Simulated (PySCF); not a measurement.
Vertical excitations of a molecule C3H7NSi from TDDFT-PBE/def2-SVPD (PySCF 2.14.0), as energy in eV (oscillator strength): 3.76 (0.000), 4.84 (0.000), 5.22 (0.002), 5.45 (0.000), 5.55 (0.146), 5.70 (0.000), 5.94 (0.000), 6.10 (0.110), 6.40 (0.240), 6.44 (0.001). Lowest triplet (TDA): 3.46 eV. Coordinates come from a ωB97X-D3(BJ)/def2-SVP optimisation. The values are those of a single conformer.

Task: Which molecule gave these data?
A) C=C=CN[SiH3]
B) N[C@H]1C=C[SiH2]1
C) CN1C=C[SiH2]1
D) C=C/C=N/[SiH3]

Result: A, C=C=CN[SiH3]
